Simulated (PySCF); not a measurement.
# Al⁺: ionisation energy

Al⁺ [Ne] 3s2 (1S) → Al²⁺ [Ne] 3s1 (2S), as a difference of total energies. Calculation: PySCF 2.14, in 6-31G* (4s3p1d, 18 functions); no relativity, point nucleus. Correlated levels: valence: [Ne] frozen. The calculations carry no spin-orbit coupling.

| method | ionisation energy (eV) |
| --- | --- |
| UHF | 17.552 |
| BP86 | 18.888 |
| PBE | 18.810 |
| MP2 (valence) | 18.253 |
| SCS-MP2 (valence) | 18.393 |
| CCSD (valence) | 18.611 |

Task: How much does correlation contribute at MP2 (valence)?

Result: 18.253 − (17.552) = 0.701 eV, measured against UHF.

Errors of the correlated levels include the incompleteness of this basis and the frozen core.

With two correlated electrons CCSD is exact in that space.

For comparison: 18.829 eV (measured; NIST Atomic Spectra Database, ionization energies).
